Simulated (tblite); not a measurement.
Compound: C2H10SSi3.
Geometry (GFN2-xTB, Å), atoms numbered from 1 in this order:
```xyz
16
C2H10SSi3 angstrom
Si     2.4956   -0.0143    0.9033
S      1.9769    0.7672   -1.0181
Si    -0.1709    0.5634   -1.1379
C     -1.1195    1.2553    0.3770
Si    -1.6197   -0.5089    0.9455
C     -0.8342   -1.1740   -0.6756
H      3.9373    0.1607    0.9466
H      1.8107    0.7506    1.9400
H      2.1077   -1.4189    0.9734
H     -0.4534    1.1049   -2.4602
H     -1.9650    1.8772    0.0965
H     -0.5326    1.8337    1.0853
H     -3.0617   -0.7270    1.0644
H     -0.9319   -0.9556    2.1596
H     -1.5611   -1.5530   -1.3885
H     -0.0860   -1.9524   -0.5552
```

Calculated harmonic vibrations of the isolated species, GFN2-xTB (tblite), most abundant isotopes, no scaling. This tight-binding method is rough: wavenumbers can miss measured ones by several per cent, in bad cases by 10 to 20. Modes of hydrogen on silicon can be 10 to 20 % off. One conformer, not necessarily the lowest.

Harmonic wavenumbers (cm⁻¹): 44.7, 62.9, 105.9, 121.7, 146.8, 191.4, 339.7, 434.2, 466.3, 486.3, 503.6, 519.0, 532.5, 564.2, 603.8, 608.1, 635.4, 677.3, 690.6, 714.5, 749.4, 753.4, 774.1, 776.3, 783.7, 793.0, 905.8, 947.0, 1079.2, 1084.8, 1460.2, 1462.3, 2235.4, 2257.5, 2285.0, 2296.7, 2308.4, 2355.9, 3009.0, 3012.5, 3019.6, 3021.0.

A = 2325, B = 1037, C = 868.3 MHz; mass 149.981 u (most abundant isotopes); point group Cs, symmetry number 1.

**Question.** What is the zero-point energy?

**Answer.** Half the sum of the wavenumbers: 22910 cm⁻¹ = 65.50 kcal/mol.

**Question.** Give the ideal-gas entropy at 400 K and 1 bar in the rigid-rotor, harmonic-oscillator model (classical rotation).

**Answer.** Translation 42.41, rotation 30.29, vibration 41.73: S = 114.4 cal/(mol K).

**Question.** And Cp and H(400 K) − H(0)?

**Answer.** Cp = 50.08 cal/(mol K), of which vibrations give 42.13 (their classical limit is 42 R = 83.5); H(400 K) − H(0) = 11.90 kcal/mol without the zero-point energy, 8.72 from vibrations.

**Question.** What must be added to the electronic energy to get the Gibbs energy at 400 K and 1 bar?

**Answer.** ZPE + [H(400 K) − H(0)] − T·S = 65.50 + 11.90 − 45.77 = 31.63 kcal/mol.

**Question.** How do the functions run with temperature in this model?

**Answer.** 
```tsv
T (K)	S (cal/(mol K))	Cp (cal/(mol K))	H − H(0) (kcal/mol)	G − H(0) (kcal/mol)	ln q(vib)
50	59.7	13.7	0.52	-2.47	0.60
100	70.8	18.5	1.33	-5.75	1.91
298.15	101.0	41.3	7.22	-22.89	7.22
373.15	111.0	48.0	10.58	-30.85	9.29
500	126.3	56.3	17.24	-45.92	12.74
750	151.3	66.8	32.74	-80.75	19.08
1000	171.5	73.6	50.35	-121.18	24.73
```

q(vib) and H(0) count from the zero-point level.

**Question.** Blend soft modes into free rotors: weight 1/[1 + (100 cm⁻¹/ν̃)⁴] for the oscillator and the rest for a rotor with moment μB/(μ + B), μ = h/(8π²ν), B = 10⁻⁴⁴ kg m². What vibrational entropy results?

**Answer.** 38.28 cal/(mol K) in place of 41.73, which changes −T·S at 400 K by +1.38 kcal/mol.

Hindered rotation and anharmonicity are outside this model. Other conformers, if any are populated, would add a mixing term that is left out.
